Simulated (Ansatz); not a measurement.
Molecule: SbH2, net charge 0, doublet state. SMILES: [SbH2]
Geometry from a B3LYP-D3(BJ)/def2-TZVP (Ansatz, a first-principles code) optimisation:
```
Sb
H 1 1.7178
H 1 1.7178 2 90.34
```
Charge 0, spin multiplicity 2.

Parts of the frozen-core correlation energy in def2-SVP (Ansatz, hartree). Frozen orbitals: 9; correlated occupied orbitals by spin: 4 and 3; virtual: 23 and 24. UHF or UKS for open shells. Spin-orbit coupling is left out. In def2 rows, elements after Kr have scalar-relativistic effective core potentials.

```tsv
term	value
reference (HF)	-240.39429
MP2 opposite-spin	-0.07299
MP2 same-spin	-0.01315
CCSD correlation	-0.10970
(T)	-0.00226
CCSDT minus CCSD(T)	-0.00053
CCSDT(Q) minus CCSD(T)	-0.00061
T1 diagnostic	0.013
largest doubles amplitude	0.070
<S^2> of the reference	0.764
```
